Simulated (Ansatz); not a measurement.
Cd(OMe)(SiH3) (CH₆CdOSi), SMILES C[O][Cd][SiH3].

Geometry optimised at B3LYP-D3(BJ)/def2-SVP. The structure was generated by enumeration; whether it is a known compound was not checked. The def2 effective core potentials stand for the cores of Cd; spin–orbit coupling is left out. The values are those of a single conformer.

Two levels are set side by side: PBE/def2-SVPD (Ansatz, a first-principles code) and CAM-B3LYP/def2-SVPD (Ansatz). Energy differences of separate SCF runs at the same geometry; the states with an electron removed or added have multiplicity 2 and 2. Differences are taken from unrounded values.

| quantity | CAM-B3LYP |
|---|---|
| vertical ionisation energy (eV) | 9.02 |
| vertical singlet–triplet gap (eV) | 4.72 |

Question: What does PBE give, and how far is it from CAM-B3LYP? (The exact figures need the calculation; the answer reports its results.)

Answer: 
| quantity | PBE | PBE minus CAM-B3LYP |
|---|---|---|
| vertical ionisation energy (eV) | 8.72 | -0.30 |
| vertical singlet–triplet gap (eV) | 4.24 | -0.47 |
